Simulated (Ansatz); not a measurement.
The cluster KI₂⁻, relaxed as a singlet with RKS PBE0-D4/def2-TZVPD in Ansatz, starting from the GFN2-xTB geometry. Force threshold 0.02 eV/Å.

In the def2 sets I takes a core potential; there is no spin–orbit coupling. The structure comes from a short search, and lower isomers may exist.

Start:

```xyz
3

K    -0.0064   -0.0031    0.0037
I    -1.0253    0.9535   -2.9491
I     1.0316   -0.9503    2.9454
```

Task: Estimate the energy that the relaxation releases and the steps that it takes.

Result: 0.0 kcal/mol, in 2 steps; 2.9 s on 4 threads of Intel Xeon Platinum 8488C on a shared host. No frequencies were taken in this run, so the end may be a saddle point.

Task: Does the start keep its bonding and symmetry?

Result: By distances, no bond broke or formed. The bond that changes most is K1–I2, from 3.27 to 3.26 Å (atoms count from 1). Point group D∞h at the start, D∞h at the end, both within 0.05 Å.

Task: Predict the relaxed structure.

Result: 
```xyz
3

K    -0.006   -0.003    0.003
I    -1.024    0.952   -2.945
I     1.030   -0.949    2.942
```
Bond lengths: 2 × I–K 3.26 Å.
